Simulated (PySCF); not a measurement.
## TDDFT excited states: C5H12O2Si

C₅H₁₂O₂Si.
Cartesian coordinates in Å at the PBE0-D3(BJ)/def2-SVP level; atoms count from 1:
```
atom  x, y, z in Å
Si1    2.8361    0.5312    0.1335
C2     1.4904   -0.7879    0.3307
C3     0.1006   -0.1897    0.4075
C4    -1.0382   -1.1965    0.2925
C5    -2.3595   -0.4483    0.1995
O6    -2.3087    0.5134   -0.8265
C7    -1.2534    1.3953   -0.6428
O8    -0.0139    0.7604   -0.6388
H9     4.1622   -0.0786    0.4694
H10    2.5882    1.6566    1.0879
H11    2.9141    1.0667   -1.2555
H12    1.5550   -1.4833   -0.5237
H13    1.6931   -1.3770    1.2398
H14   -0.0064    0.3487    1.3761
H15   -0.8895   -1.7930   -0.6225
H16   -1.0362   -1.8828    1.1543
H17   -3.1965   -1.1228   -0.0307
H18   -2.5816    0.0460    1.1694
H19   -1.3869    1.9502    0.3158
H20   -1.2574    2.0995   -1.4853
```

Level of theory: TDDFT B3LYP/def2-SVPD, vertical, gas phase, core orbitals frozen in the response (PySCF).

```tsv
state	λ (nm)	E (eV)	f	|μ| (D)	main configurations (H = HOMO, L = LUMO)
S1	175.8	7.05	0.0024	0.30	H→L (92%)
S2	170.0	7.29	0.023	0.91	H-1→L (70%), H→L+1 (21%)
S3	166.9	7.43	0.0092	0.57	H→L+1 (67%), H-1→L (17%)
S4	164.6	7.53	0.0013	0.22	H→L+2 (69%), H→L+3 (23%)
S5	162.9	7.61	0.028	0.98	H-1→L+1 (85%)
S6	160.6	7.72	0.027	0.95	H→L+3 (44%), H-1→L+2 (27%), H→L+4 (13%)
```

The lowest singlet lies at 7.05 eV (176 nm, vacuum ultraviolet) and is very weak; its leading configuration is HOMO→LUMO (92%). The largest oscillator strength of a single state is 0.028. Löwdin shares by element: HOMO oxygen 58%, carbon 19% or more (atoms not listed hold the other 23%); LUMO silicon 21%, hydrogen 16% or more, carbon 10% or more (atoms not listed hold the other 54%). Weighted by f, the mean energy of these states is 7.53 eV. Of the 6 states listed, 3 reach f = 0.01 and none stays under 0.0005. The listed states span 0.66 eV, and the widest gap between neighbours is 0.24 eV (S1 to S2). The window holds the lowest 6 singlets.

Rough CPU time on one thread of a shared machine: about 2.3 min.

One conformer stands for the species.
